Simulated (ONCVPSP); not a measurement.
hafnium: one change to an ONCV potential, before and after

* Element: hafnium (Hf)
* Generator: ONCVPSP 4.0.1
* Type: optimised norm-conserving Vanderbilt (ONCV)
* Functional: PBE
* Relativity: scalar-relativistic
* Frozen core: [Kr] 4d10 4f14
* Valence charge: 12
* Reference configuration: 5s2 5p6 5d2 (charge +2)
* Partial waves: 5s: rc 1.15 bohr, ncon 4, nbas 8, qcut 4.8 1/bohr, 2 projectors, debl 3.4 Ha; 5p: rc 1.25 bohr, ncon 3, nbas 6, qcut 7.4 1/bohr, 1 projector; 5d: rc 1.95 bohr, ncon 4, nbas 8, qcut 5.4 1/bohr, 2 projectors, debl 3.6 Ha
* Local potential: polynomial inside 0.80 bohr (lpopt 5, dvloc0 -1 Ha)
* Core correction: none

Change: s: rc 1.6.

Cutoffs: the cutoffs (Ha) at which the residual kinetic energy of the hardest occupied pseudo-wave falls to 1 and 0.1 mHa per electron; they do not see the model core or the augmentation charge, which bear on the density cutoff. Errors are all-electron minus pseudo energies relative to the spin-unpolarised reference configuration.

**Question.** Predict the effect on cutoff, ghosts and configuration errors.

**Answer.** The potential gets softer (127 Ha and 147 Ha → 51 Ha and 69 Ha); both files keep a bound ghost (p, s); the errors of the 3 common tests hardly move. A larger radius leaves more room for a smooth pseudo-wave, so fewer plane waves are needed.

| quantity | base | changed |
| --- | --- | --- |
| cutoff, loose | 127 Ha | 51 Ha |
| cutoff, tight | 147 Ha | 69 Ha |
| loose cutoff by channel | s 127 Ha, p 26 Ha, d 12 Ha | s 51 Ha, p 26 Ha, d 12 Ha |
| bound ghosts | s, p | s, p |
| GHOST(+) flags under 300 eV | d at 254.9 eV | d at 254.9 eV |
| tests with a reliable result | 3 of 4 | 3 of 4 |
| error for 5s2 5p6 5d2 6s2, meV [ΔE -22.16 eV] | +56 | +53 |
| error for 5s2 5p6 5d2 6s1, meV [ΔE -14.18 eV] | +22 | +21 |
| error for 5s2 5p6 5d1, meV [ΔE 21.79 eV] | -13 | -14 |
| p: phases at 1.27 bohr within 0.05 rad from the reference energy up to (Ha; the scan ends near 5) | to the end of the scan | to the end of the scan |
| d: phases at 1.98 bohr within 0.05 rad from the reference energy up to (Ha; the scan ends near 5) | to the end of the scan | to the end of the scan |

 A true bound ghost makes a file unfit for plane-wave use even where its test errors are small: the radial tests pick states by their node count and pass the ghost by.
